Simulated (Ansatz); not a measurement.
Molecule: CH$_{3}$Si (charge 0, doublet). It need not be the lowest isomer of its formula. 
Geometry from a B3LYP-D3(BJ)/def2-TZVP (Ansatz, a first-principles code) optimisation:
SMILES: C[Si]
```xyz
5

C     -1.1030     0.0446     0.0262
Si     0.7938    -0.0232    -0.0072
H     -1.4093    -0.5919    -0.8203
H     -1.5274     1.0350    -0.1585
H     -1.5592    -0.3861     0.9215
```
Charge 0, spin multiplicity 2.

Basis-set convergence of Hartree-Fock and CCSD(T) correlation energies (hartree) with Ansatz. Correlated levels leave the core frozen unless marked. Open shells are spin-unrestricted. Spin-orbit coupling is left out. No relativistic terms.

```tsv
basis	functions	E(HF)	E(corr, CCSD(T))
def2-SVPD	68	-328.35471	-0.26183
def2-TZVPPD	136	?	?
```

### Question
Complete the blanks.

### Answer

- def2-TZVPPD, E(HF): -328.49658
- def2-TZVPPD, E(corr, CCSD(T)): -0.30229
